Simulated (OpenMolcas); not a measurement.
Cl III.

```
Program             : OpenMolcas 26.06
Basis               : ANO-RCC-VTZP [5s4p2d1f]
Scalar Hamiltonian  : DKH2, point nucleus
Active space        : 5 electrons in 4 orbitals (3s 3p)
State averaging     : 2S+1 = 4 odd, 1 root; 2S+1 = 2 odd, 11 roots kept (CI in the orbitals of an earlier block); 2S+1 = 4 even, 3 roots; 2S+1 = 2 even, 9 roots kept (CI in the orbitals of an earlier block)
Spin-orbit coupling : RASSI with atomic mean-field integrals over the reference wave functions, term energies averaged over their components
```

Two sets of levels on these reference wave functions, in cm-1 above 3s2 3p3 4S* 3/2: one from CASSCF and one from MS-CASPT2, IPEA 0.25 Eh, imaginary shift 0.1 Eh (closed shells correlated: 2s 2p).

```json
{"Level": "3s2 3p3 4S* 3/2", "Set 1": "0.0", "Set 2": "0.0"}
{"Level": "3s2 3p3 2D* 3/2", "Set 1": "18980", "Set 2": "22710"}
{"Level": "3s2 3p3 2D* 5/2", "Set 1": "19040", "Set 2": "22780"}
{"Level": "3s2 3p3 2P* 1/2", "Set 1": "30440", "Set 2": "31570"}
{"Level": "3s2 3p3 2P* 3/2", "Set 1": "30490", "Set 2": "31630"}
{"Level": "3s 3p4 4P 5/2", "Set 1": "102520", "Set 2": "106210"}
{"Level": "3s 3p4 4P 3/2", "Set 1": "103130", "Set 2": "106830"}
{"Level": "3s 3p4 4P 1/2", "Set 1": "103490", "Set 2": "107190"}
{"Level": "3s 3p4 2D 3/2", "Set 1": "134200", "Set 2": "150780"}
{"Level": "3s 3p4 2D 5/2", "Set 1": "134210", "Set 2": "150790"}
{"Level": "3s 3p4 2S 1/2", "Set 1": "163180", "Set 2": "173510"}
{"Level": "3s 3p4 2P 3/2", "Set 1": "176110", "Set 2": "193460"}
{"Level": "3s 3p4 2P 1/2", "Set 1": "176860", "Set 2": "194210"}
{"Level": "3p5 2P* 3/2", "Set 1": "264970", "Set 2": "296870"}
{"Level": "3p5 2P* 1/2", "Set 1": "266050", "Set 2": "297950"}
```

Task: Which set is which?

Result: Set 1 is MS-CASPT2. Its levels of the other terms of 3s2 3p3 lie at 0.84 to 0.96 of the other set's values, as expected, since terms of lower spin or lower L gain more correlation energy than the Hund ground term. Against 7 measured levels (Moore, Atomic Energy Levels, vol. I, NSRDS-NBS 35 (1971 reprint of NBS Circular 467, 1949)) the mean absolute deviation is 2200 cm-1 with it and 5100 cm-1 without; single levels miss by up to 4000 cm-1 with it.

CASPT2 breaks the degeneracy within a term, and the mean is taken; among the terms shown or strongly mixed into the levels shown the widest spread is 1900 cm-1 (3s 3p4 2D, MS-CASPT2). Over all roots computed the reference weight is 0.87 to 0.96 in MS-CASPT2; the roots of lowest weight are the least certain, and an intruder state may touch them. Terms from blocks run as CI alone lack orbitals of their own. Terms of s pⁿ other than that of highest spin mix with s² pⁿ⁻² d, which this space lacks; all of them can be thousands of cm-1 off, and some have no real level of that name. Computed and measured levels are paired by configuration, term and J; levels that our copy of the source lacks, or whose pairing is in doubt (as where it misses far off the trend of its configuration), stay unpaired and out of the deviations. Levels of configurations outside the active space are missing.

* marks odd parity.
